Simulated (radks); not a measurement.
Q: Radial electron density D(r) = 4 pi r^2 rho(r) of an atom or ion with 2 electrons. All-electron calculation, Dirac Kohn-Sham, PBE, spin-unpolarised, spherical densities, point nucleus. Program: a radial shooting solver on a logarithmic mesh with Libxc functionals.

r (bohr),D(r) (e/bohr)
0.05657,0.07830
0.07485,0.1273
0.09825,0.1994
0.129,0.3034
0.1693,0.4440
0.2222,0.6179
0.2916,0.8052
0.3859,0.9673
0.5065,1.033
0.6648,0.9566
0.8727,0.7373
1.145,0.4501
1.503,0.2051
1.989,0.06305
2.611,0.01356
3.427,0.001592
4.499,0.0005771
5.905,0.005430
7.751,0.006672
10.17,0.0001907
13.46,0.008062
17.67,0.007023
23.19,0.003896
30.44,0.01806
39.96,0.001270
52.45,0.04363
69.39,0.004507

What is the nuclear charge?

A: Z = 2. The innermost maximum, from 1s, lies near gamma/Z bohr with gamma = sqrt(1 - (Z/c)^2) = 1.000, here 0.5 bohr (found: 0.507), and its height grows with Z. The density is that of neutral helium in 1s1 6p1; the configuration itself is not fixed sharply by these data. D(r) has 5 maxima, at r = 0.507, 6.99, 15.4, 29.0, 53.7 bohr.
